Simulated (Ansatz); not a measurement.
Start from `[CH3][Hf]([F])([F])[Cl]` and change one atom or group to get `[F][Hf]([F])([Cl])[Br]`.

Ansatz, PBE0-D4/def2-TZVP geometries, multiplicity 1. 

Elements past krypton have def2 core potentials. Scalar relativity is left out up to krypton.

| property | `[CH3][Hf]([F])([F])[Cl]` |
| --- | --- |
| HOMO energy (ωB97M-V/def2-TZVPP) / eV | -10.82 |
| HOMO–LUMO gap (PBE0/def2-TZVPP) / eV | 7.35 |
| zero-point energy (PBE0-D4/def2-TZVP) / kJ/mol | 103.5 |
| HOMO energy (PBE0/def2-TZVPP) / eV | -8.55 |
| ideal-gas entropy at 298 K and 1 bar (rigid rotor, harmonic PBE0-D4/def2-TZVP) / J/(mol·K) | 387 |
| HOMO–LUMO gap (PBE/def2-TZVPP) / eV | 5.11 |

Give the same properties after the change, and the shifts. (An estimate is asked.)

Computed: 
```json
{"property": "HOMO energy (ωB97M-V/def2-TZVPP) / eV", "`[F][Hf]([F])([Cl])[Br]`": "-11.43", "shift": "-0.61"}
{"property": "HOMO–LUMO gap (PBE0/def2-TZVPP) / eV", "`[F][Hf]([F])([Cl])[Br]`": "7.51", "shift": "0.16"}
{"property": "zero-point energy (PBE0-D4/def2-TZVP) / kJ/mol", "`[F][Hf]([F])([Cl])[Br]`": "15.7", "shift": "-87.8"}
{"property": "HOMO energy (PBE0/def2-TZVPP) / eV", "`[F][Hf]([F])([Cl])[Br]`": "-9.25", "shift": "-0.70"}
{"property": "ideal-gas entropy at 298 K and 1 bar (rigid rotor, harmonic PBE0-D4/def2-TZVP) / J/(mol·K)", "`[F][Hf]([F])([Cl])[Br]`": "384", "shift": "-3"}
{"property": "HOMO–LUMO gap (PBE/def2-TZVPP) / eV", "`[F][Hf]([F])([Cl])[Br]`": "5.40", "shift": "0.29"}
```

With PBE0 the HOMO falls by 0.70 eV and the LUMO falls by 0.54 eV, so the gap widens by about 0.16 eV. PBE moves the HOMO by -0.74 eV and ωB97M-V by -0.61 eV. The zero-point energy changes by -87.8 kJ/mol with -9 modes.

Spin–orbit coupling is left out; it splits and shifts lone-pair levels of the heavy atoms by tenths of an eV.
